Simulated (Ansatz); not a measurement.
Molecule: bromo(trimethyl)silane, C3H9BrSi, net charge 0, singlet state. SMILES: C[Si](C)(C)Br
Coordinates optimised at B3LYP-D3(BJ)/def2-TZVP (Ansatz, a quantum-chemistry and plane-wave program):
```xyz
14

Si    -0.0196     0.0954    -0.8263
C      1.6956    -0.2681    -1.4672
C     -1.2730    -1.1157    -1.4948
C     -0.5205     1.8607    -1.1690
Br     0.0337    -0.1643     1.4232
H      2.4279     0.4157    -1.0355
H      1.9974    -1.2874    -1.2219
H      1.7233    -0.1560    -2.5546
H     -0.9952    -2.1419    -1.2497
H     -1.3369    -1.0299    -2.5830
H     -2.2632    -0.9238    -1.0791
H     -0.5612     2.0385    -2.2472
H      0.1939     2.5617    -0.7349
H     -1.5046     2.0767    -0.7506
```

Parts of the frozen-core correlation energy in def2-SVP (Ansatz, hartree). Frozen orbitals: 22; correlated occupied orbitals by spin: 16 and 16; virtual: 99 and 99. No spin-orbit coupling. No relativistic terms.

| term | value |
|---|---|
| reference (HF) | -2979.79300 |
| MP2 opposite-spin | … |
| MP2 same-spin | … |
| CCSD correlation | … |
| (T) | -0.02008 |
| T1 diagnostic | 0.008 |
| largest doubles amplitude | 0.035 |

**Question.** Some entries are withheld; supply them.

**Answer.** 
- MP2 opposite-spin, value: -0.50459
- MP2 same-spin, value: -0.15006
- CCSD correlation, value: -0.72151
